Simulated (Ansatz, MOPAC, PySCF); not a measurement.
Bond stretch in Cr(O)2(Cl)2, SMILES [O]=[Cr](=[O])([Cl])[Cl]. The Cr1–Cl5 bond (Cr1 also carries Cl, O, O; Cl5 carries nothing else) is stretched with both fragments frozen at the PBE0/def2-TZVP optimised geometry.

Levels of theory: PM7, restricted, heats of formation (MOPAC); UKS-B3LYP/6-31G* = unrestricted B3LYP/6-31G*, spherical d (PySCF); RHF/3-21G = restricted Hartree-Fock/3-21G (PySCF 2.14.0); UKS-PBE0 = unrestricted PBE0/def2-TZVP (Ansatz, a first-principles code).

Energies relative to the lowest point of each curve near equilibrium, in kcal/mol; the last columns give the difference from UKS-PBE0:

```csv
R / Å,PM7,UKS-B3LYP/6-31G*,RHF/3-21G,UKS-PBE0,PM7 − UKS-PBE0,UKS-B3LYP/6-31G* − UKS-PBE0,RHF/3-21G − UKS-PBE0
1.72,37.7,61.3,65.9,56.4,-18.7,4.9,9.5
1.84,12.7,25.0,28.1,21.9,-9.1,3.1,6.2
1.97,1.5,6.2,8.1,4.6,-3.1,1.6,3.5
2.04,0.0,1.7,3.0,1.0,-1.0,0.8,2.0
2.11,0.8,0.0,0.5,0.0,0.8,0.0,0.5
2.16,2.5,0.1,0.0,0.6,1.9,-0.5,-0.6
2.26,7.8,2.5,1.3,3.9,3.9,-1.4,-2.7
2.39,17.4,8.7,6.1,11.1,6.4,-2.4,-5.0
2.57,33.2,19.8,16.3,23.3,9.9,-3.5,-7.0
2.76,50.4,32.4,29.3,36.7,13.7,-4.3,-7.4
3.08,76.9,50.3,52.0,54.6,22.3,-4.3,-2.6
3.42,99.3,60.9,73.5,64.3,35.0,-3.3,9.2
3.88,120.5,67.6,95.6,69.3,51.2,-1.7,26.3
4.37,134.4,70.0,111.2,70.5,63.9,-0.4,40.7
5.13,146.1,70.8,125.2,71.1,75.1,-0.2,54.2
6.09,153.6,71.1,134.7,71.3,82.3,-0.2,63.4
```

PM7 is furthest from UKS-PBE0 at 6.09 (82.3 kcal/mol, above); its mean absolute difference over the points is 24.9 kcal/mol.

UKS-B3LYP/6-31G* is furthest from UKS-PBE0 at 1.72 (4.9 kcal/mol, above); its mean absolute difference over the points is 2.0 kcal/mol.

RHF/3-21G is furthest from UKS-PBE0 at 6.09 (63.4 kcal/mol, above); its mean absolute difference over the points is 15.0 kcal/mol.

The restricted form behind PM7, RHF/3-21G keeps the bonding electrons paired and can't separate into open-shell fragments. The unrestricted determinant behind UKS-B3LYP/6-31G*, UKS-PBE0 is spin-contaminated at 3.08 to 6.09 Å (<S²> up to 1.0, against 0.00 for a pure singlet).
